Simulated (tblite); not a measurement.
C5H10OSi.
Z-matrix (Å and degrees, GFN2-xTB geometry), rows numbered from 1:
```
C 
C   1  1.3224
Si  2  1.8769  1  123.71
C   3  1.9129  2  115.74  1  -109.78
C   4  1.5286  3  101.53  2  -100.47
C   5  1.5287  4  106.90  3   -31.27
O   6  1.4059  5  108.94  4    40.93
H   1  1.0776  2  121.42  3    -0.64
H   1  1.0792  2  122.73  3   179.64
H   2  1.0841  1  118.35  3  -179.73
H   3  1.4647  2  113.16  1    21.17
H   4  1.0896  3  110.55  2   142.64
H   4  1.0870  3  116.05  2    20.19
H   5  1.0906  4  112.96  3  -153.32
H   5  1.0914  4  109.31  3    85.86
H   6  1.0932  5  112.21  4   160.32
H   6  1.0962  5  110.31  4   -78.39
```

All values are computed: GFN2-xTB (tblite) harmonic vibrations without scaling, gas phase. The method is semi-empirical: single wavenumbers can be off by several per cent or more. Modes of hydrogen on silicon can be 10 to 20 % off. One conformer, not necessarily the lowest.

Harmonic wavenumbers (cm⁻¹): 43.8, 77.4, 136.2, 207.6, 224.0, 298.2, 453.9, 489.4, 554.6, 618.6, 668.0, 685.6, 757.6, 787.2, 822.5, 889.1, 919.2, 945.4, 990.6, 1009.5, 1025.5, 1054.1, 1101.7, 1151.0, 1164.3, 1223.6, 1260.3, 1266.8, 1313.2, 1326.4, 1421.6, 1478.3, 1488.7, 1497.0, 1676.7, 2248.1, 2906.3, 2955.0, 2975.5, 2988.9, 2994.7, 3023.8, 3024.4, 3077.9, 3106.8.

A = 4836, B = 1409, C = 1261 MHz; mass 114.050 u (most abundant isotopes); point group C1, symmetry number 1.

**Question.** What is the zero-point energy?

**Answer.** ½Σν̃ = 30165 cm⁻¹ = 86.25 kcal/mol.

**Question.** Give the ideal-gas entropy at 273.15 K and 1 bar in the rigid-rotor, harmonic-oscillator model (classical rotation).

**Answer.** Translation 39.70, rotation 27.76, vibration 20.13: S = 87.6 cal/(mol K).

**Question.** And Cp and H(273.15 K) − H(0)?

**Answer.** Cp = 30.02 cal/(mol K), of which vibrations give 22.07 (their classical limit is 45 R = 89.4); H(273.15 K) − H(0) = 5.07 kcal/mol without the zero-point energy, 2.90 from vibrations.

**Question.** Which modes carry the vibrational entropy at 273.15 K?

**Answer.** 43.8 cm⁻¹: 4.91; 77.4 cm⁻¹: 3.78; 136.2 cm⁻¹: 2.69; 207.6 cm⁻¹: 1.91; 224.0 cm⁻¹: 1.77; 298.2 cm⁻¹: 1.28 cal/(mol K); the other 39 give 3.79 together.

**Question.** What must be added to the electronic energy to get the Gibbs energy at 273.15 K and 1 bar?

**Answer.** ZPE + [H(273.15 K) − H(0)] − T·S = 86.25 + 5.07 − 23.92 = 67.40 kcal/mol.

**Question.** Blend soft modes into free rotors: weight 1/[1 + (100 cm⁻¹/ν̃)⁴] for the oscillator and the rest for a rotor with moment μB/(μ + B), μ = h/(8π²ν), B = 10⁻⁴⁴ kg m². What vibrational entropy results?

**Answer.** 18.27 cal/(mol K) in place of 20.13, which changes −T·S at 273.15 K by +0.51 kcal/mol.

**Question.** How do the functions run with temperature in this model?

**Answer.** 
```csv
T (K),S (cal/(mol K)),Cp (cal/(mol K)),H − H(0) (kcal/mol),G − H(0) (kcal/mol),ln q(vib)
150,73.3,19.3,2.06,-8.93,2.40
250,85.0,27.8,4.40,-16.85,4.33
298.15,90.3,32.4,5.85,-21.08,5.28
400,101.2,41.7,9.64,-30.83,7.32
600,121.0,56.0,19.51,-53.08,11.43
900,146.5,69.6,38.52,-93.33,17.47
```

q(vib) and H(0) count from the zero-point level.

Hindered rotation and anharmonicity are outside this model. Other conformers, if any are populated, would add a mixing term that is left out. The structure is chiral; the term R ln 2 for an equal mix with its mirror image is left out.
